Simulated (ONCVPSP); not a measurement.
## Before and after: ONCV potential for gallium

Ga, optimised norm-conserving Vanderbilt (ONCV), made with ONCVPSP 4.0.1 (PBE, scalar-relativistic). Core [Ne] 3s2, reference 3p6 3d10 4s2 4p1. Waves: 4s: rc 2.00 bohr, ncon 4, nbas 8, qcut 3.1 1/bohr, 3 projectors, debl 2.6 Ha; 3p+4p: rc 1.05 bohr, ncon 4, nbas 9, qcut 14.4 1/bohr, 2 projectors; 3d: rc 0.85 bohr, ncon 5, nbas 9, qcut 19.9 1/bohr, 2 projectors, debl 3.2 Ha; f scattering state at 0.32 Ha: rc 1.75 bohr, ncon 3, nbas 7, qcut 6.6 1/bohr, 2 projectors, debl 0.6 Ha. Local part: polynomial inside 0.75 bohr (lpopt 5, dvloc0 2 Ha). Core correction: Teter function, fcfact 3, rcfact 1.1.

All-electron outer shells of the reference configuration (PBE, scalar-relativistic, ld1.x):

```csv
shell,level (eV),outermost node (bohr),outermost maximum (bohr)
2p,-1098.84,–,0.15
3s,-148.13,0.27,0.56
3p,-98.86,0.24,0.56
3d,-19.15,–,0.53
4s,-8.95,0.81,1.90
4p,-2.58,0.87,2.53
```

Change: s: nproj 2.

Cutoffs: the cutoffs (Ha) at which the residual kinetic energy of the hardest occupied pseudo-wave falls to 1 and 0.1 mHa per electron; they do not see the model core or the augmentation charge, which bear on the density cutoff. Errors are all-electron minus pseudo energies relative to the spin-unpolarised reference configuration.

Question: What does the change do?

Answer: The potential gets neither clearly harder nor softer (153 Ha and 173 Ha → 153 Ha and 173 Ha); a bound ghost appears in s, which as a rule spoils a file; the lowest positive-energy flag moves from s at 17.7 eV to f at 141.4 eV; the errors of the 3 common tests hardly move.

```tsv
quantity	base	changed
cutoff, loose	153 Ha	153 Ha
cutoff, tight	173 Ha	173 Ha
bound ghosts	none	s
GHOST(+) flags under 300 eV	s at 17.7 eV, f at 141.4 eV	f at 141.4 eV
tests with a reliable result	3 of 4	3 of 4
error for 3p6 3d10 4s2 4p0, meV [ΔE 5.69 eV]	0.0	0.0
error for 3p6 3d10 4s1 4p0, meV [ΔE 26.82 eV]	-6.3	-6.4
error for 3p6 3d10 4s1 4p2, meV [ΔE 6.54 eV]	-8.5	-8.5
s: phases at 2.03 bohr within 0.05 rad from the reference energy up to (Ha; the scan ends near 5)	to the end of the scan	n/a
p: phases at 1.06 bohr within 0.05 rad from the reference energy up to (Ha; the scan ends near 5)	to the end of the scan	to the end of the scan
d: phases at 0.86 bohr within 0.05 rad from the reference energy up to (Ha; the scan ends near 5)	to the end of the scan	to the end of the scan
f: phases at 1.78 bohr within 0.05 rad from the reference energy up to (Ha; the scan ends near 5)	4.3	4.3
rms error of d²Exc/dni dnj with the model core, mHa	2.66	2.66
```

 A true bound ghost makes a file unfit for plane-wave use even where its test errors are small: the radial tests pick states by their node count and pass the ghost by.
